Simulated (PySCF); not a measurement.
# Reading the logs of faulty runs: Al2H4NSi cation

Calculated results; nothing here was measured. The program is PySCF 2.14.0, an open-source quantum chemistry code, run on an isolated molecule that a program drew, which may never have been made. The molecule is Al2H4NSi cation (charge +1, singlet), drawn as the SMILES string `[AlH+][Al]=[N][SiH3]`.

Each row is a Hartree-Fock (HF) and frozen-core CCSD(T) single point in the cc-pV(D+d)Z basis, meant for a local HF minimum. Run 1 is clean. Each other run has one planted mistake out of seven kinds, and not every kind appears here: one electron removed, one electron added, multiplicity raised by two, geometry at a saddle point, minimal basis STO-3G, one bond length entered in bohr, all coordinates scaled. The reference is restricted for singlets and unrestricted otherwise, and also for a bond in bohr. Adding or removing an electron swaps singlet and doublet. Electrons count all cores. HOMO and LUMO are orbital energies over both spins, the gradient is its largest component, and the lowest frequency (negative if imaginary) is given only where the gradient is small. Bond lengths are over the 7 bonds as drawn. T1 is the CCSD diagnostic: over 0.02 (restricted) or 0.045 (unrestricted) a single reference is doubtful.

Geometry of the clean run:
```xyz
8
Al2H4NSi cation, angstrom
Al   -2.8618    2.1084   -2.5943
Al   -1.2222    0.9345   -0.9836
N    -0.2075    0.2055    0.0225
Si    0.8885   -0.5796    1.1006
H    -3.8462    2.8132   -3.5611
H     0.5338   -2.0109    1.2226
H     0.8176    0.0527    2.4365
H     2.2701   -0.4653    0.5833
```

| run | electrons | basis functions | <S^2> | HOMO (eV) | LUMO (eV) | gradient (hartree/bohr) | lowest frequency (cm^-1) | mean bond (Å) | longest bond (Å) | T1 | HF (hartree) | CCSD(T) (hartree) | mistake |
|---|---|---|---|---|---|---|---|---|---|---|---|---|---|
| 1 | 50 | 103 | 0.000 | -13.11 | -5.98 | 2.2e-05 | 51 | 1.7000 | 2.581 | 0.0399 | -829.25177 | -829.68429 | no fault |
| 2 | 50 | 103 | 0.000 | -13.59 | -6.16 | 7.7e-02 | - | 1.5793 | 2.398 | 0.0358 | -829.20166 | -829.62233 | all coordinates scaled |
| 3 | 50 | 103 | 2.022 | -11.32 | -5.04 | 8.3e-02 | - | 1.7000 | 2.581 | 0.0246 | -829.25079 | -829.62816 | multiplicity raised by two |
| 4 | 51 | 103 | 0.774 | -7.12 | -0.78 | 2.4e-02 | - | 1.7000 | 2.581 | 0.0267 | -829.49204 | -829.92516 | one electron added |
| 5 | 50 | 36 | 0.000 | -9.33 | -0.17 | 4.6e-02 | - | 1.7000 | 2.581 | 0.0402 | -819.45976 | -819.70139 | minimal basis STO-3G |
| 6 | 50 | 103 | 1.077 | -11.34 | -6.95 | 1.3e-02 | - | 2.0280 | 4.877 | 0.0367 | -829.19132 | -829.59177 | ? |

**Which mistake was planted in run 6, and what did it cost?**

The mean bond changes by a factor of 1.193 and the longest by 1.890, so the molecule wasn't scaled as a whole. A length L in bohr read as angstrom grows by (1/0.5292 - 1) L = 0.890 L. The 7 bonds together grew by 7 x 0.3280 = 2.296 Å, which gives L = 2.581 Å. That is bond Al1-Al2, 2.581 Å in the clean geometry. So the mistake is: one bond length entered in bohr. Subtracting run 1 and multiplying by 627.51 kcal/mol a hartree, the energy moved by 37.9 kcal/mol in HF and 58.1 kcal/mol in CCSD(T).

Cautions from the logs. Run 1: T1 is over the limit, so its CCSD(T) energy is less reliable; run 2: T1 is over the limit, so its CCSD(T) energy is less reliable; run 5: T1 is over the limit, so its CCSD(T) energy is less reliable.
